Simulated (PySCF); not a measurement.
Question: What does the GFN2-xTB structure of InChI=1S/C4H12Si/c1-5(2,3)4/h1-4H3 look like in three dimensions?

Answer: 
Z-matrix in Å and degrees, rows numbered from 1:
```
C 
Si  1  1.9091
C   2  1.9090  1  109.48
C   2  1.9092  1  109.61  3   120.03
C   2  1.9090  1  109.53  3  -119.99
H   1  1.0859  2  111.36  3   -60.01
H   1  1.0859  2  111.41  3   179.92
H   1  1.0859  2  111.34  3    59.91
H   3  1.0859  2  111.36  1  -179.63
H   3  1.0859  2  111.40  1    60.35
H   3  1.0858  2  111.36  1   -59.65
H   4  1.0858  2  111.41  1   -59.95
H   4  1.0859  2  111.42  1    60.09
H   4  1.0860  2  111.34  1  -179.88
H   5  1.0859  2  111.43  1   -60.12
H   5  1.0858  2  111.39  1    59.92
H   5  1.0859  2  111.35  1   179.91
```

Si2 (four-coordinate silicon) is tetrahedral (angles from 109.4° to 109.6°). All 4 C–Si bonds measure 1.909 Å.

The geometry is computed with GFN2-xTB (gas phase).

Point group: Td (tolerance 0.08 Å). GFN2-xTB frequencies: not computed here.
